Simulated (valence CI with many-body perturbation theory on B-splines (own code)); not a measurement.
Hf I: electric-dipole lines

Calculated by configuration interaction combined with many-body perturbation theory (CI+MBPT): four valence electrons over a frozen Dirac-Fock core [Xe] 4f14, radial functions for each j: 7 s, 7 p, 8 d, 6 f, 4 g, 1 h, with the one-electron correlation potential Σ1, the two-electron term Σ2, the three-electron term Σ3, Breit, model QED; selected CI, second order for the rest, scaled by the run's own slope (own B-spline code, finite nucleus).

Against 28 measured levels this calculation errs by 252 cm⁻¹ on average and by 727 at most. These come from a selection out of the NIST Handbook of Basic Atomic Spectroscopic Data. Levels without a partner in it may be off by more, other configurations by 1,000 to 4,000 cm⁻¹. Among the levels kept, up to 870 cm⁻¹ of a level comes from second order outside the variational space, and about a tenth of that is noise between levels of different J, which matters for small intervals.

Lines 151 to 200 of 558 in falling wavelength, among levels below 45820 cm⁻¹, chosen from the strongest by gf and those to the six lowest levels. Wavelengths and rates use the calculated energies, so an error of 300 cm⁻¹ moves a line at 714.6 nm by 2.1 % and its rate by three times that or more. Electric multipoles are in the length gauge, E1 and E2 with the static RPA response of the core. Weak lines are less certain than strong ones. Lines between different terms over intervals too small for the method are left out, as are lines whose strength nearly cancels. Where a level lies close to another of its J and parity, the split of strength between their lines is uncertain. The highest levels of a list are the least certain.

Names give the largest LS component (configuration and term), which can be under half, so a name can repeat, a term be missing and a line seem to break the LS rules; names also repeat where a configuration has a term twice. Letters in brackets count levels of one name in rising energy.

```
λ vac (nm)  λ from measured levels              Upper              Lower   A (s⁻¹)  log gf  Branch %
     714.8                               5d²6s7s ³F_4  5d²6s6p ³G°_5 [a]  5.92e+06   -0.39       8.7
     714.6                   723.9      5d6s²6p ³D°_3        5d²6s² ³F_4  1.33e+06   -1.15      57.2
     710.6                   724.3      5d6s²6p ³D°_2        5d²6s² ³F_3  1.42e+06   -1.27      64.9
     709.9                               5d²6s7s ³F_4  5d²6s6p ³F°_4 [a]  4.35e+06   -0.53       6.4
     704.0                   706.6      5d6s²6p ³P°_2        5d²6s² ¹D_2  1.05e+06   -1.41      34.1
     700.2                               5d²6s7s ⁵F_2  5d²6s6p ⁵D°_2 [a]  8.23e+06   -0.52       8.3
     700.0                   713.4      5d6s²6p ³D°_1        5d²6s² ³F_2  1.57e+06   -1.46      78.9
     699.0                               5d²6s7s ⁵F_1  5d²6s6p ⁵D°_1 [a]  9.47e+06   -0.68       8.9
     688.6                              5d²6s6p ⁵G°_3        5d²6s² ³F_4  9.02e+05   -1.35      48.9
     687.5                               5d²6s7s ⁵F_1  5d²6s6p ⁵D°_0 [a]  6.46e+06   -0.86       6.0
     686.0                               5d²6s7s ³F_3  5d²6s6p ³G°_4 [a]  2.60e+06   -0.89       3.7
     680.3                               5d²6s7s ⁵F_3  5d²6s6p ⁵D°_3 [a]  7.49e+06   -0.44       6.8
     679.2                          5d²6s6p ⁵D°_4 [b]         5d³6s ⁵F_5  3.68e+06   -0.64      50.3
     677.8                               5d²6s7s ⁵F_2  5d²6s6p ⁵D°_1 [a]  5.55e+06   -0.72       5.6
     676.7                          5d²6s6p ³F°_4 [d]         5d³6s ³H_5  2.64e+06   -0.79       5.4
     674.2                               5d²6s7s ⁵F_4  5d²6s6p ⁵D°_4 [a]  4.40e+06   -0.57       4.2
     671.2                   682.1      5d6s²6p ¹F°_3        5d²6s² ³P_2  2.14e+06   -1.00      18.8
     666.1                               5d6s²7s ³D_3      5d²6s6p ⁵F°_4  2.20e+06   -0.99       1.9
     653.8                               5d6s²6d ³G_5  5d²6s6p ³F°_4 [a]  1.84e+06   -0.89       2.2
     648.0                               5d²6s7s ⁵F_3  5d²6s6p ⁵D°_2 [a]  6.08e+06   -0.57       5.5
     646.7                               5d²6s7s ³F_3  5d²6s6p ⁵D°_2 [b]  2.11e+06   -1.03       3.0
     631.1                               5d²6s7s ⁵F_4  5d²6s6p ⁵D°_3 [a]  9.25e+06   -0.30       8.8
     624.6                             5d³6s ³D_1 [b]      5d²6s6p ⁵F°_1  5.51e+06   -1.02       8.3
     623.2                               5d²6s7s ³F_3  5d²6s6p ³G°_3 [a]  2.48e+06   -0.99       3.5
     619.3                               5d²6s7s ⁵F_4      5d²6s6p ⁵F°_5  9.79e+06   -0.30       9.3
     614.2                             5d³6s ¹D_2 [b]      5d²6s6p ⁵F°_2  4.04e+06   -0.94       6.4
     614.0                               5d6s²7s ³D_3      5d²6s6p ⁵F°_3  4.81e+06   -0.72       4.2
     611.8                               5d6s²7s ³D_2      5d²6s6p ⁵G°_3  3.13e+06   -1.06       5.3
     609.3                               5d²6s7s ⁵F_3      5d²6s6p ⁵F°_4  1.02e+07   -0.40       9.3
     604.8                               5d²6s7s ⁵F_2      5d²6s6p ⁵F°_3  8.71e+06   -0.62       8.8
     603.1                           5d6s6p² ⁵F_2 [b]      5d6s²6p ¹F°_3  8.85e+06   -0.62      17.1
     600.7                               5d6s²7s ³D_1      5d6s²6p ³P°_0  5.79e+06   -1.03       9.2
     599.5                               5d²6s7s ⁵F_5  5d²6s6p ⁵D°_4 [a]  1.62e+07   -0.02      15.0
     595.8                               5d6s²7s ³D_1      5d6s²6p ³P°_1  6.28e+06   -1.00      10.0
     595.6                              5d²6s6p ¹F°_3     5d³6s ³F_4 [a]  2.31e+06   -1.07       0.9
     592.6                               5d6s²7s ³D_2      5d6s²6p ³D°_3  3.37e+06   -1.05       5.7
     591.5                               5d6s²7s ³D_2      5d6s²6p ³P°_1  5.23e+06   -0.86       8.8
     585.6                               5d²6s7s ⁵F_1      5d²6s6p ⁵F°_2  7.96e+06   -0.91       7.4
     577.9                           5d²6s7s ³F_2 [b]      5d6s²6p ¹F°_3  8.21e+06   -0.69      12.8
     570.7                               5d²6s7s ⁵F_2      5d²6s6p ⁵F°_2  5.74e+06   -0.85       5.8
     569.5                               5d²6s7s ⁵F_4      5d²6s6p ⁵F°_4  1.60e+07   -0.15      15.2
     565.5                               5d²6s7s ⁵F_3      5d²6s6p ⁵F°_3  5.68e+06   -0.72       5.2
     564.9                          5d²6s6p ³F°_4 [d]         5d³6s ³G_5  3.49e+06   -0.82       7.2
     564.4                               5d6s6p² ⁵F_1      5d²6s6p ⁵F°_2  6.35e+06   -1.04      15.8
     562.5                               5d²6s7s ⁵F_1      5d²6s6p ⁵F°_1  8.62e+06   -0.91       8.1
     556.8                               5d6s6p² ⁵F_4  5d²6s6p ⁵D°_3 [a]  2.78e+06   -0.93       5.0
     555.8                               5d²6s7s ⁵F_5      5d²6s6p ⁵F°_5  2.54e+07    0.11      23.6
     555.3                             5d³6s ³D_3 [b]      5d6s²6p ³F°_4  2.87e+06   -1.03      50.7
     551.3                   555.4      5d6s²6p ¹F°_3        5d²6s² ¹D_2  2.06e+06   -1.18      18.1
     548.8                               5d²6s7s ⁵F_2      5d²6s6p ⁵F°_1  4.13e+06   -1.03       4.2
```
